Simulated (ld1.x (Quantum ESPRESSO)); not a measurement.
u(r) = r·R(r): atom against pseudo-atom (promethium)

Columns: radius, all-electron u(r) and pseudo u(r) of the 6p shell (level -5.27 eV) of promethium in the configuration [Kr] 4d10 4f5 5s2 5p6 5d0 6s1 6p0; PBE, scalar-relativistic, PAW scheme, ld1.x (Quantum ESPRESSO) 7.5.

```
r (bohr)  all-electron   pseudo
   0.208       -0.0863  -0.0449
   0.415        0.1166  -0.1635
   0.622        0.0860  -0.3160
   0.830       -0.0712  -0.4529
   1.038       -0.1902  -0.5304
   1.245       -0.2347  -0.5268
   1.453       -0.2175  -0.4468
   1.660       -0.1602  -0.3161
   1.868       -0.0809  -0.1671
   2.075        0.0064  -0.0291
   2.282        0.0935   0.0846
   2.490        0.1757   0.1750
   2.698        0.2498   0.2498
   2.905        0.3141   0.3141
   3.113        0.3688   0.3688
   3.320        0.4136   0.4136
   3.528        0.4491   0.4491
   3.735        0.4758   0.4758
   3.943        0.4946   0.4946
   4.150        0.5060   0.5060
   4.358        0.5108   0.5108
   4.565        0.5100   0.5100
   4.773        0.5043   0.5043
   4.980        0.4946   0.4946
   5.188        0.4817   0.4817
   5.395        0.4663   0.4663
```

(1) How many radial nodes do the two functions have?

(2) At about which radius was the pseudo-wave matched?

(3) Is the pseudo-wave norm-conserving?

## Answers

(1) The all-electron 6p function has n − l − 1 = 4 (the table is too coarse to show those close to the nucleus); the pseudo-wave has 1, since 1 lower shell of the same l stays in the valence.

(2) 2.75 bohr, where the columns begin to agree (steps of 0.21 bohr).

(3) No, it belongs to a PAW set: the norm inside the radius is not constrained, and the difference is carried by the augmentation charge.
